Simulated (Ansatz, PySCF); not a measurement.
Gas-phase reaction in SMILES: [SiH4] (SiH4) → [SiH3] (SiH3) + H atom (the H-Si bond at the site shown breaks; other sites are not compared here)
Structures are relaxed separately at B3LYP-D3(BJ)/def2-TZVP in Ansatz (a first-principles code).

Property: bond dissociation energy (electronic energy difference), in kJ/mol. Correlated levels leave the core frozen unless marked. UHF or UKS for open shells. No spin-orbit coupling. No relativistic terms. CBS marks a two-point X^-3 extrapolation of the correlation energy; Hartree-Fock from the larger set.

CCSD(T)/CBS(def2-TZVPPD,def2-QZVPPD) (Ansatz) gives 404.6 kJ/mol.

### Question
Another calculation gave 385.7 kJ/mol. Which level was it?
A. LC-wPBE/def2-TZVPD (Ansatz)
B. SVWN5/def2-TZVPD (Ansatz)
C. PW6B95/def2-TZVPD (PySCF)
D. HF/def2-TZVPD (PySCF)

### Answer
A, LC-wPBE/def2-TZVPD (Ansatz). The others give 420.4 (SVWN5), 318.0 (HF), 398.6 (PW6B95) kJ/mol.
